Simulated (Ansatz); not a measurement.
Consider the formal exchange of groups at a C–Se bond: `C=C[Se]CC` + `BC=C` → `C=CBC=C` + `CC[SeH]`.

Program: Ansatz. Geometries: PBE0-D4/def2-TZVP. ΔE: electronic, gas phase. CBS: MP2 limit from def2 TZ/QZ plus the TZ coupled-cluster correction, frozen cores. DFT in def2-TZVPP. For Se outer-core shells are correlated without core-valence functions, which leaves a few kJ/mol of doubt a bond. Scalar relativity is left out up to krypton. Each species was taken in one conformer, which may not be the lowest.

```csv
level,ΔE (kcal/mol),difference from CCSD(T)/CBS
PBE-D4,-13.0,0.4
r2SCAN-D4,-13.6,-0.2
ωB97X-V,-13.6,-0.2
ωB97M-V,-14.1,-0.7
B2PLYP,-14.2,-0.8
PBE,-14.1,-0.7
PBE0,-14.7,-1.3
HF/def2-TZVPP,-17.2,-3.8
SCS-MP2/def2-QZVPP,-12.8,0.6
CCSD/CBS(def2),-14.1,-0.7
CCSD(T)/CBS,-13.4,0
```

Largest T1 diagnostic among the species: 0.011.

In def2-TZVPP, CCSD(T) changes the Hartree–Fock value by +4.0 kcal/mol (the triples alone add +0.7 kcal/mol) and MP2 by +5.2 kcal/mol. The D4 term adds +1.7 kcal/mol with B3LYP and +0.9 kcal/mol with PBE0; it sums over pairs of atoms, weighted by their polarisabilities, and B3LYP, whose exchange is more repulsive, gets the larger term.

B3LYP here is the variant with VWN-RPA as its local correlation; programs differ in this.
